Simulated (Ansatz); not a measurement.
A CCSD(T) single point on CH$_{2}$BF$_{3}$O$_{2}$Se (`OB(O)[Se]C(F)(F)F`).

```yaml
crystal:
  periodic: [false, false, false]
  atoms:
    - {symbol: O, position_ang: [0.701939, 0.111851, -2.403305]}
    - {symbol: B, position_ang: [0.439244, 0.175753, -1.070769]}
    - {symbol: O, position_ang: [1.112753, 1.033736, -0.279138]}
    - {symbol: Se, position_ang: [-0.944836, -1.003276, -0.290927]}
    - {symbol: C, position_ang: [-0.818934, -0.426379, 1.583890]}
    - {symbol: F, position_ang: [-1.108084, 0.858801, 1.745666]}
    - {symbol: F, position_ang: [-1.708544, -1.138057, 2.279087]}
    - {symbol: F, position_ang: [0.379955, -0.646545, 2.108965]}
    - {symbol: H, position_ang: [0.186557, -0.519988, -2.907583]}
    - {symbol: H, position_ang: [1.759939, 1.554094, -0.765887]}
basis:
  gaussian: {orbitals: def2-TZVPP}
correlation: {method: ccsd_t}
```

```sh
$ ansatz run in.yaml --threads 2 --pin off --events-out ev --progress --plain --max-ram 22528MiB --backend cuda --devices 0, --max-vram 18GiB
```

Log, shortened:

```
Functional definition: HF
  name "HF"
  cite "Fock, Z. Phys. 61, 126 (1930) doi:10.1007/BF01340294"
  parent pbe
  exchange = exact_x
  correlation = 0
1942 factors; integrals over basis functions are off by at most 1.1e-3 eV
mean field evaluation 1: about -79231.1672 eV, gradient 6.2e1 eV
mean field evaluation 2: about -79231.5031 eV, gradient 6.3e1 eV
mean field evaluation 4: about -79238.5032 eV, gradient 4.2e0 eV
mean field evaluation 8: about -79238.5911 eV, gradient 4.4e-1 eV
mean field evaluation 16: about -79238.5917 eV, gradient 1.7e-6 eV
mean field -79238.59173178 eV, -2911.9645362962 hartree, gradient 1.7e-6 eV, S^2 0.000000; 0 other end points of the search recorded, 0 dependent functions left out
16 core orbitals not correlated: weight in the atoms' cores, before any rotation towards them, 1.000 or more for the frozen orbitals, at most 0.000 for the correlated occupied ones
reference -79238.59173178 eV, -2911.9645362962 hartree; 29, 29 occupied and 248, 248 virtual orbitals, 1942 factors
second order -47.31872337 eV of doubles, -0.00000000 eV of singles
cycle   1  -46.38026505 eV  change    9.4e-1 eV  update   1.4e-1
cycle   2  -47.38235818 eV  change    -1.0e0 eV  update   4.0e-2
cycle   3  -47.58887224 eV  change   -2.1e-1 eV  update   2.0e-2
cycle   4  -47.55707223 eV  change    3.2e-2 eV  update   4.8e-3
cycle   5  -47.55170960 eV  change    5.4e-3 eV  update   2.1e-3
cycle   6  -47.55358260 eV  change   -1.9e-3 eV  update   6.6e-4
cycle   7  -47.55328978 eV  change    2.9e-4 eV  update   2.1e-4
cycle   8  -47.55301942 eV  change    2.7e-4 eV  update   6.8e-5
cycle   9  -47.55302095 eV  change   -1.5e-6 eV  update   2.5e-5
perturbative correction -1.70385086 eV, -0.0626153643 hartree
Total energy: -79287.84860359 eV, -2913.7746929479 hartree
```

Hardware: 2 threads of an AMD EPYC 7R13 on a shared host and a share of an NVIDIA H100 80 GB. Wall time 9 s, peak host memory 0.88 GiB.

The correlation energy is -49.257 eV, 3.5 % of it from (T); the T1 diagnostic reads 0.0121.
